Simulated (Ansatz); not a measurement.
Mg3O3⁺. Total charge 1; doublet. Geometry r2SCAN-D4/def2-SVP, basis def2-TZVP, Ansatz.

```xyz
6

Mg   -0.143    1.439    0.542
Mg    2.239   -1.159   -0.283
Mg   -1.346   -0.668   -0.354
O     0.519   -0.576    0.660
O    -1.893    0.979    0.239
O     0.624   -0.015   -0.804
```

| run | HOMO (eV) | LUMO (eV) |
| --- | --- | --- |
| A | -8.62 | -7.11 |
| B | -9.27 | -6.89 |
| C | -8.50 | -7.40 |
| D | -8.46 | -7.74 |
| E | -8.70 | -7.88 |
| F | -8.57 | -7.68 |

The structure holds 1 bond(s) between oxygen atoms. Another isomer (doublet) lies 0.85 eV lower at PBE0-D4/def2-TZVP; other spin states weren't run for this one.

HOMO and LUMO are taken over both spins.

Q: The runs used B97M-V, BLYP, LDA (SPW92), PBE, PBE0, r2SCAN. Estimate which is which.

A: A r2SCAN (0 % exact exchange); B PBE0 (25 % exact exchange); C B97M-V (0 % exact exchange); D BLYP (0 % exact exchange); E LDA (SPW92) (0 % exact exchange); F PBE (0 % exact exchange). Exact exchange lowers occupied and raises empty levels; among semilocal functionals meta-GGAs tend to open the gap a little, and such runs are hard to tell apart. The gap grows from 0.72 eV (BLYP) to 2.38 eV (PBE0).
